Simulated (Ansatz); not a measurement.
`[OH][InH][Br]` and `[OH][InH2]` differ in one atom or group.

Ansatz, PBE0-D4/def2-TZVP geometries, multiplicity 1. Each molecule was computed in one conformer, which needn't be the lowest.

Elements past krypton have def2 core potentials. Scalar relativity is left out up to krypton.

```json
{"property": "zero-point energy (PBE0-D4/def2-TZVP) / kJ/mol", "`[OH][InH][Br]`": "52.0"}
{"property": "size of the dipole moment (B3LYP/def2-TZVPP) / D", "`[OH][InH][Br]`": "3.35"}
{"property": "HOMO energy (ωB97M-V/def2-TZVPP) / eV", "`[OH][InH][Br]`": "-10.38"}
{"property": "HOMO–LUMO gap (PBE0/def2-TZVPP) / eV", "`[OH][InH][Br]`": "6.62"}
{"property": "HOMO energy (PBE/def2-TZVPP) / eV", "`[OH][InH][Br]`": "-6.88"}
{"property": "LUMO energy (B3LYP/def2-TZVPP) / eV", "`[OH][InH][Br]`": "-1.83"}
```

Q: What does the change do to each property? (Estimate.)

A: Computed: 
```json
{"property": "zero-point energy (PBE0-D4/def2-TZVP) / kJ/mol", "`[OH][InH2]`": "65.2", "shift": "13.2"}
{"property": "size of the dipole moment (B3LYP/def2-TZVPP) / D", "`[OH][InH2]`": "1.82", "shift": "-1.53"}
{"property": "HOMO energy (ωB97M-V/def2-TZVPP) / eV", "`[OH][InH2]`": "-10.50", "shift": "-0.12"}
{"property": "HOMO–LUMO gap (PBE0/def2-TZVPP) / eV", "`[OH][InH2]`": "6.74", "shift": "0.12"}
{"property": "HOMO energy (PBE/def2-TZVPP) / eV", "`[OH][InH2]`": "-6.73", "shift": "0.15"}
{"property": "LUMO energy (B3LYP/def2-TZVPP) / eV", "`[OH][InH2]`": "-1.78", "shift": "0.05"}
```

With PBE0 the HOMO falls by 0.07 eV and the LUMO rises by 0.07 eV, so the gap widens by about 0.14 eV. PBE moves the HOMO by 0.15 eV and ωB97M-V by -0.12 eV. Dipoles are sizes alone; their direction can turn.

B3LYP here is the variant with VWN-RPA as its local correlation; programs differ in this.

Spin–orbit coupling is left out; it splits and shifts lone-pair levels of the heavy atoms by tenths of an eV.
